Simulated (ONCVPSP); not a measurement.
## scandium: ONCV pseudisation with LDA (Perdew-Wang 92), scalar-relativistic reference atom.

The input file (ONCVPSP 4.0.1):

```
# ATOM AND REFERENCE CONFIGURATION
# atsym  z   nc   nv     iexc    psfile
  Sc 21.00    3    4  -001012      upf
#
#   n    l    f
    1    0    2.00
    2    0    2.00
    2    1    6.00
    3    0    2.00
    3    1    6.00
    3    2    1.00
    4    0    2.00
#
# PSEUDOPOTENTIAL AND OPTIMIZATION
# lmax
    2
#
#   l,   rc,      ep,       ncon, nbas, qcut
    0    1.90    0.00    4    8    4.80
    1    1.30    0.00    5    9    9.00
    2    2.95    0.00    4    8    5.50
#
# LOCAL POTENTIAL
# lloc, lpopt,  rc(5),   dvloc0
    4    5    1.15    0.00
#
# VANDERBILT-KLEINMAN-BYLANDER PROJECTORs
# l, nproj, debl
    0    2    1.30
    1    2    2.60
    2    2    3.70
#
# MODEL CORE CHARGE
# icmod, fcfact, rcfact
    1    0.40    0.00
#
# LOG DERIVATIVE ANALYSIS
# epsh1, epsh2, depsh
   -4.00    5.00    0.02
#
# OUTPUT GRID
# rlmax, drl
    6.00    0.01
#
# TEST CONFIGURATIONS
# ncnf
    4
# nvcnf
#   n    l    f
    4
    3    0    2.00
    3    1    6.00
    3    2    1.00
    4    0    1.00
#
    4
    3    0    2.00
    3    1    6.00
    3    2    1.00
    4    0    0.00
#
    4
    3    0    2.00
    3    1    6.00
    3    2    0.00
    4    0    0.00
#
    5
    3    0    2.00
    3    1    6.00
    3    2    1.00
    4    0    0.00
    4    1    1.00
#
```

Command:

```bash
oncvpsp.x < Sc.dat > Sc.out
```

Output (shortened: citation, most of the input echo, consistency checks and plot data are left out):

```
ONCVPSP  (Optimized Norm-Conservinng Vanderbilt PSeudopotential)
scalar-relativistic version 4.0.1

#   n    l    f        energy (Ha)
    1    0    2.00    -1.6115121E+02
    2    0    2.00    -1.7380715E+01
    2    1    6.00    -1.4259617E+01
    3    0    2.00    -2.0106928E+00
    3    1    6.00    -1.2335723E+00
    3    2    1.00    -1.2590997E-01
    4    0    2.00    -1.5774660E-01

Reference configufation results
  iterations    27
  all-electron total energy (Ha)   -7.62319845D+02

Begin loop to  construct optimized pseudo wave functions
and semi-local pseudopoentials for all angular momenta

Calculating optimized projector #   1

 for l=   0

    Fraction of norm inside rc  0.960716
    Optimizing pswf for qcut=   4.80 a_B^-1,  ecut=  11.53 Ha
    Residual kinetic energy error=  3.98D-05 Ha

    Energy error per electron        Cutoff
         Ha          eV             Ha
         0.01000     0.27211        4.84
         0.00100     0.02721        6.45
         0.00010     0.00272        7.88
         0.00001     0.00027       41.56

Calculating optimized projector #   2

 for l=   0

    Fraction of norm inside rc  0.060139
    Optimizing pswf for qcut=   4.80 a_B^-1,  ecut=  11.53 Ha
    Residual kinetic energy error=  8.25D-05 Ha

    Energy error per electron        Cutoff
         Ha          eV             Ha
         0.01000     0.27211        3.58
         0.00100     0.02721        5.32
         0.00010     0.00272       10.98
         0.00001     0.00027       39.98

   Wellstate for l =  1  n =  5
     eigenvalue =   1.3664
     asymptotic potential =   1.8664
     half-point radius =  3.8685

Calculating optimized projector #   1

 for l=   1

    Fraction of norm inside rc  0.663410
    Optimizing pswf for qcut=   8.99 a_B^-1,  ecut=  40.41 Ha
    Residual kinetic energy error=  3.62D-05 Ha

    Energy error per electron        Cutoff
         Ha          eV             Ha
         0.01000     0.27211       12.44
         0.00100     0.02721       24.96
         0.00010     0.00272       36.06
         0.00001     0.00027       96.73

Calculating optimized projector #   2

 for l=   1

    Fraction of norm inside rc  0.059175
    Optimizing pswf for qcut=   8.99 a_B^-1,  ecut=  40.41 Ha
    Residual kinetic energy error=  1.45D-05 Ha

    Energy error per electron        Cutoff
         Ha          eV             Ha
         0.01000     0.27211       11.42
         0.00100     0.02721       15.96
         0.00010     0.00272       32.97
         0.00001     0.00027       42.61

   Wellstate for l =  2  n =  7
     eigenvalue =   3.5741
     asymptotic potential =   4.0741
     half-point radius =  4.8735

Calculating optimized projector #   1

 for l=   2

    Fraction of norm inside rc  0.855878
    Optimizing pswf for qcut=   5.50 a_B^-1,  ecut=  15.14 Ha
    Residual kinetic energy error=  7.54D-07 Ha

    Energy error per electron        Cutoff
         Ha          eV             Ha
         0.01000     0.27211        8.98
         0.00100     0.02721       10.97
         0.00010     0.00272       12.68
         0.00001     0.00027       13.81

Calculating optimized projector #   2

 for l=   2

    Fraction of norm inside rc  0.227751
    Optimizing pswf for qcut=   5.50 a_B^-1,  ecut=  15.14 Ha
    Residual kinetic energy error=  6.06D-04 Ha

    Energy error per electron        Cutoff
         Ha          eV             Ha
         0.01000     0.27211       12.93
         0.00100     0.02721       14.74
         0.00010     0.00272       31.54
         0.00001     0.00027       40.44

Construct Vanderbilt / Kleinmman-Bylander projectors

B matrix Hermiticity error, ll=   0
   1   2    1.0512E-04

  Orthonormal projector coefficients  6.3675E+00  1.0456E+00

B matrix Hermiticity error, ll=   1
   1   2   -2.0838E-04

  Orthonormal projector coefficients  4.4099E+00  6.2542E-01

B matrix Hermiticity error, ll=   2
   1   2   -9.9813E-05

  Orthonormal projector coefficients -4.2349E+00 -1.3204E+00

Model core correction analysis
  based on d2Exc/dn_idn_j

d2excae - all-electron derivatives

   -3.897094D-02   -3.584005D-02   -2.221681D-02   -2.647413D-03
   -3.584035D-02   -3.397307D-02   -2.240532D-02   -3.343125D-03
   -2.221735D-02   -2.240558D-02   -1.971800D-02   -6.991423D-03
   -2.647398D-03   -3.342939D-03   -6.990664D-03   -7.753466D-03

d2excps - pseudofunction derivatives with no core correction

   -4.910734D-02   -3.952092D-02   -1.794061D-02   -3.559053D-03
   -3.952188D-02   -3.794186D-02   -2.131814D-02   -3.516454D-03
   -1.794032D-02   -2.131774D-02   -2.464556D-02   -7.218465D-03
   -3.559407D-03   -3.516293D-03   -7.217965D-03   -7.784092D-03

rms 2nd derivative error    3.628468E-03

Polynomial model core charge

d2excps - pseudofunction derivatives with core correction

   -3.653486D-02   -3.446728D-02   -1.754787D-02   -2.559108D-03
   -3.446715D-02   -3.519594D-02   -2.104288D-02   -3.139884D-03
   -1.754748D-02   -2.104244D-02   -2.460342D-02   -7.192333D-03
   -2.559067D-03   -3.139692D-03   -7.191832D-03   -7.703535D-03

rms 2nd derivative error    2.271700E-03

Pseudoatom total energy  -46.605616

Diagnostic tests using Vanderbilt-Kleinman-Bylander pseudopotentials
  1 or more projectors used as specified by nproj input data

   l    rcore       rmatch      e in        delta e   norm test  slope test

   0   1.9016927   1.9594322  -2.0106928   0.0000012   1.0001017   1.0000924
   0   1.9016927   1.9594322  -0.1577466   0.0000014   1.0000195   1.0000157

   1   1.3045705   1.3441801  -1.2335723  -0.0000109   1.0000884   1.0001145
   1   1.3045705   1.3441801   1.3664277   0.0000143   1.0002812   1.0002812

   2   2.9606761   3.0505687  -0.1259100  -0.0000003   0.9999538   0.9999560
   2   2.9606761   3.0505687   3.5740900   0.0000380   1.0001087   1.0001087

 Testing for bound ghosts
   n   l    E NL Schr. Eq   E Basis Diag.   E Cutoff

   1   0       -2.010692       -2.010691     73.11
   2   0       -0.157745       -0.110786     73.11

   2   1       -1.233583       -1.232444    231.98

   3   2       -0.125910       -0.125694     39.34

 Testing for highly-localized positive-energy ghosts
       l    <radius>/rc     E Basis Diag.   E Cutoff

Test configuration 0

   n   l     f        eae           eps        diff
   1   0  2.0000 -161.15120622
   2   0  2.0000  -17.38071545
   2   1  6.0000  -14.25961717
   3   0  2.0000   -2.01069275   -2.01069157    1.18D-06
   3   1  6.0000   -1.23357231   -1.23358317   -1.09D-05
   3   2  1.0000   -0.12590997   -0.12591024   -2.69D-07
   4   0  2.0000   -0.15774660   -0.15774520    1.40D-06

    Total energies and differences
      AE_ref= -7.62319845D+02  AE_tst= -7.62319845D+02  dif=  0.00D+00
      PS_ref= -4.66056159D+01  PS_tst= -4.66056159D+01  dif=  1.42D-14
      PSP excitation error= -1.42D-14

Test configuration 1

   n   l     f        eae           eps        diff
   1   0  2.0000 -161.41578363
   2   0  2.0000  -17.64127451
   2   1  6.0000  -14.52052580
   3   0  2.0000   -2.27092329   -2.27444743   -3.52D-03
   3   1  6.0000   -1.49345287   -1.49592921   -2.48D-03
   3   2  1.0000   -0.37591945   -0.37690881   -9.89D-04
   4   0  1.0000   -0.36577374   -0.36593414   -1.60D-04

    Total energies and differences
      AE_ref= -7.62319845D+02  AE_tst= -7.62060358D+02  dif=  2.59D-01
      PS_ref= -4.66056159D+01  PS_tst= -4.63460668D+01  dif=  2.60D-01
      PSP excitation error= -6.16D-05

Test configuration 2

   n   l     f        eae           eps        diff
   1   0  2.0000 -161.73174929
   2   0  2.0000  -17.95148960
   2   1  6.0000  -14.83122311
   3   0  2.0000   -2.57845224   -2.58781544   -9.36D-03
   3   1  6.0000   -1.79966014   -1.80626900   -6.61D-03
   3   2  1.0000   -0.66621922   -0.66844824   -2.23D-03

    Total energies and differences
      AE_ref= -7.62319845D+02  AE_tst= -7.61584264D+02  dif=  7.36D-01
      PS_ref= -4.66056159D+01  PS_tst= -4.58694741D+01  dif=  7.36D-01
      PSP excitation error= -5.61D-04

Test configuration 3

   n   l     f        eae           eps        diff
   1   0  2.0000 -162.35177494
   2   0  2.0000  -18.60553243
   2   1  6.0000  -15.48213895
   3   0  2.0000   -3.16777609   -3.13283439    3.49D-02
   3   1  6.0000   -2.37536319   -2.34222218    3.31D-02

    Total energies and differences
      AE_ref= -7.62319845D+02  AE_tst= -7.60662096D+02  dif=  1.66D+00
      PS_ref= -4.66056159D+01  PS_tst= -4.49665381D+01  dif=  1.64D+00
      PSP excitation error=  1.87D-02

Test configuration 4

   n   l     f        eae           eps        diff
   1   0  2.0000 -161.46006259
   2   0  2.0000  -17.68491691
   2   1  6.0000  -14.56406062
   3   0  2.0000   -2.31475237   -2.32070723   -5.95D-03
   3   1  6.0000   -1.53673031   -1.54071627   -3.99D-03
   3   2  1.0000   -0.41413048   -0.41531339   -1.18D-03
   4   1  1.0000   -0.25910615   -0.25925295   -1.47D-04

    Total energies and differences
      AE_ref= -7.62319845D+02  AE_tst= -7.61931696D+02  dif=  3.88D-01
      PS_ref= -4.66056159D+01  PS_tst= -4.62172154D+01  dif=  3.88D-01
      PSP excitation error= -2.52D-04
```

The run took about 3.9 s on one core of a shared server CPU.
